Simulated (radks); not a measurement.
Results of a calculation; reference values are marked as such.
Valence configurations of the iridium ion Ir+ (all share [Xe]). Level of theory: Dirac Kohn-Sham, PBE, spin-unpolarised, spherical densities, finite nucleus; open shells fill j = l - 1/2 first; Fermi nuclear charge, rms radius 5.4032 fm (a radial shooting solver on a logarithmic mesh with Libxc functionals). Energies are relative to 4f14 5d7 6s1; eigenvalues in eV.

valence,E (eV),e(4f5/2),e(4f7/2),e(5d3/2),e(5d5/2),e(6p1/2)
4f14 5d7 6s1,0.000,-71.735,-68.616,-15.938,-14.681,-
4f14 5d7 6s0.5 6p0.5,2.811,-72.384,-69.265,-16.528,-15.261,-8.259
4f14 5d6.5 6s1 6p0.5,3.610,-73.946,-70.827,-17.598,-16.291,-8.605
4f14 5d7 6p1,5.657,-73.018,-69.900,-17.101,-15.824,-8.580
4f14 5d6 6s1 6p1,7.691,-76.201,-73.081,-19.261,-17.906,-9.266
4f13.5 5d7 6s1.5,29.111,-78.697,-75.523,-17.748,-16.380,-
4f13.5 5d7 6s1 6p0.5,32.043,-79.349,-76.176,-18.340,-16.964,-8.656
4f13 5d7 6s2,61.410,-85.913,-82.684,-19.669,-18.191,-
4f13 5d7 6s1 6p1,67.561,-87.203,-83.974,-20.837,-19.341,-9.383
4f11 5d9 6s1 6p1,216.66,-110.34,-106.89,-23.958,-22.179,-9.569

NIST lists [Xe] 4f14 5d7 6s1 as the ground configuration; this level of theory agrees among the configurations tried. The energies are those of spherical spin-averaged densities, not of single terms.
